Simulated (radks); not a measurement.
Results of a calculation; reference values are marked as such.
Isoelectronic series with 2 electrons, each ion in its NIST ground configuration. Level of theory: non-relativistic Kohn-Sham, PBE, spin-polarised, spherical densities, point nucleus (a radial shooting solver on a logarithmic mesh with Libxc functionals). Total energies (hartree) and screening constants sigma, defined by e = -(Z - sigma)^2 / (2 n^2) hartree:

ion    configuration  E (hartree)     1s
He              [He]     -2.89293  0.924
Li+             [He]     -7.25675  0.893
Be2+            [He]    -13.61957  0.882
B3+             [He]    -21.98199  0.877
C4+             [He]    -32.34419  0.873
N5+             [He]    -44.70629  0.871
O6+             [He]    -59.06832  0.870
F7+             [He]    -75.43030  0.868
Ne8+            [He]    -93.79226  0.868
Mg10+           [He]   -136.51612  0.866
Al11+           [He]   -160.87803  0.866
Si12+           [He]   -187.23994  0.865
P13+            [He]   -215.60183  0.865
S14+            [He]   -245.96373  0.865
Cl15+           [He]   -278.32562  0.864
Ar16+           [He]   -312.68751  0.864
K17+            [He]   -349.04939  0.864
Ca18+           [He]   -387.41128  0.864
Sc19+           [He]   -427.77316  0.863
Ti20+           [He]   -470.13504  0.863
